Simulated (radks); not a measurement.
The lithium anion Li- inside a hard spherical wall (all orbitals vanish at R), configuration held at [He] 2s2 and not refilled when levels cross. All-electron calculation, scalar-relativistic Kohn-Sham, LDA (Slater exchange, Perdew-Wang correlation), spin-polarised, spherical densities, finite nucleus; Fermi nuclear charge, rms radius 2.444 fm. Program: a radial shooting solver on a logarithmic mesh with Libxc functionals. Eigenvalues in eV for spin up, with the zero of energy where the potential of the charges vanishes at infinity; a dash marks a level that is unbound or too diffuse for the functional's potential to be trusted. A positive occupied level is held by the wall or, in an anion where self-interaction has pushed it up, behind a barrier. The pressure on the wall is -dE/dV.

R (bohr)  E (hartree)  kinetic (hartree)    e(1s)   e(2s)  e(2p, empty)  e(3s, empty)  pressure (GPa)
15           -7.36341              7.271  -45.909   1.078         2.220         2.944         0.00935
10           -7.34675              7.326  -44.557   1.919         3.475         6.253           0.207
8            -7.31497              7.414  -43.005   2.980         4.859        10.132           0.967
7            -7.27870              7.504  -41.721   3.971         6.072        13.681            2.33
4            -6.74034              8.631  -32.535  14.658        16.950        49.694            73.9
3.5          -6.40927              9.274  -29.109  20.423        21.919        67.655             164
2            -2.32751             16.319   -5.980  84.838        66.244        240.94            4140
1.5           3.67855             25.408   16.544  171.54        118.19        453.48           20300
